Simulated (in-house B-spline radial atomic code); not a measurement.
Results of a calculation; reference values are marked as such.
## Stopping and range of 5 keV Br in Si

The pair potential comes from two frozen, spherical free-atom densities (PBE, B-spline radial code, scalar-relativistic past argon): electrostatics plus the change in Thomas-Fermi kinetic and Dirac exchange energy where they overlap, the recipe behind the universal ZBL potential, which averages such potentials (from solid-state densities) over many pairs. It is written V = (Z1 Z2 e²/r) φ(r/a), with e² = 14.3996 eV·Å and a = 0.46850 Å/(Z1^0.23 + Z2^0.23); ZBL's fit is φ = 0.18175 e^(−3.1998x) + 0.50986 e^(−0.94229x) + 0.28022 e^(−0.4029x) + 0.02817 e^(−0.20162x). Where φ falls below 4e-4 it is continued as an exponential.

The target is taken as amorphous, with density 2.329 g/cm³ (NSM archive of the Ioffe Institute); channelling is ignored. Masses: Br 79.9, Si 28.09 u. Nuclear stopping is S_n = 4π a Z1 Z2 e² M1/(M1 + M2) × s_n(ε), with s_n integrated over impact parameters for each pair. Electronic stopping is Lindhard and Scharff's S_e = Z1^(1/6) 8π e² a0 Z1 Z2/(Z1^(2/3) + Z2^(2/3))^(3/2) × v/v0, with a0 = 0.529177 Å and v = v0 at 24.801 keV/u; it misses the oscillations with Z1 seen in experiment, which reach tens of per cent. Compounds add by atom fraction.

```json
{"target atom": "Si", "a (Å)": "0.11426", "ε at this energy": "0.02106", "s_n, this pair": "0.2186", "s_n, ZBL potential": "0.2141"}
```

**Question.** What are the atom density and the stopping powers at entry?

**Answer.** N = 2.329 × 0.602214/28.09 = 0.04993 atoms/Å³. For Si: S_n = 7496 × 0.2186 = 1638 eV·Å², S_e = 1.7974 × √5000 = 127.1 eV·Å². Averaged over the target's atoms and times N × 10 Å/nm, the ion loses N S_n = 818 eV/nm to recoils and N S_e = 63.5 eV/nm to electrons; the nuclear share is 93 %.

Along the track:

| E (keV) | N S_n (eV/nm) | N S_e (eV/nm) |
| --- | --- | --- |
| 0.25 | 223 | 14.2 |
| 0.75 | 382 | 24.6 |
| 1.5 | 515 | 34.8 |
| 2.5 | 632 | 44.9 |
| 3.75 | 738 | 55 |
| 5 | 818 | 63.5 |

**Question.** Estimate the path length and the projected range.

**Answer.** With continuous slowing down the path is the integral of dE/(N (S_n + S_e)). Trapezoids over the table give 8.13 nm, and the stretch below the first row, with stopping taken as √E, adds 2E/(N S) = 2.1 nm: 10.2 nm in all, against 9.98 nm on a fine grid from 5 eV. Deflections shorten the depth: to first order in the energy passed on, N (S_n + S_e) dR_p/dE = 1 − N S_n (M2/M1) R_p/(2E), summed over the target's atoms, and integrating this on the fine grid gives R_p = 7.68 nm, 0.77 of the path. Lindhard's rule of thumb R/(1 + M2/3M1), with mean M2/M1 = 0.35, gives 8.93 nm. On the ZBL potential the same equation gives 7.81 nm, and the full integral equation, which keeps hard collisions, 7.89 nm.
